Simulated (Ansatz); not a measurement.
Computed with Ansatz on PBE0-D4/def2-TZVP structures; ΔE is electronic, products minus reactants. CCSD(T)/CBS is the MP2 limit (def2-TZVPP, def2-QZVPP) plus CCSD(T) − MP2 in def2-TZVPP, frozen cores. This one scheme is used for every species. Functionals use def2-TZVPP. For Ge outer-core shells are correlated without core-valence functions, which leaves a few kJ/mol of doubt a bond. Scalar relativity is left out up to krypton. One conformer a species, not always the lowest.

`[SiH3][GeH2][GeH2][GeH3]` + H–F → `[F][GeH2][SiH3]` + digermane  (cleavage of the Ge–Ge bond)

| level | ΔE (kJ/mol) |
| --- | --- |
| r2SCAN0 | -8.4 |
| SCS-MP2/def2-QZVPP | -9.8 |

What does CCSD(T)/CBS give? (Best estimate.)

The calculation gave: +2.3 kJ/mol. The listed levels differ from it by -10.7, -12.1 kJ/mol.

Largest T1 diagnostic among the species: 0.012.

At CCSD(T), def2-SVP lies −20.4 kJ/mol from the extrapolated value and def2-TZVPP −4.3 kJ/mol. Leaving LDA and LC-ωPBE aside and taking each functional with its dispersion term where it has one, the values, not all of them listed here, spread over 32.6 kJ/mol, from B97M-V to HSE06-D4. LDA lies +10.8 kJ/mol from PBE without D4. In def2-TZVPP, CCSD(T) changes the Hartree–Fock value by +40.6 kJ/mol (the triples alone add +4.2 kJ/mol) and MP2 by +47.1 kJ/mol.
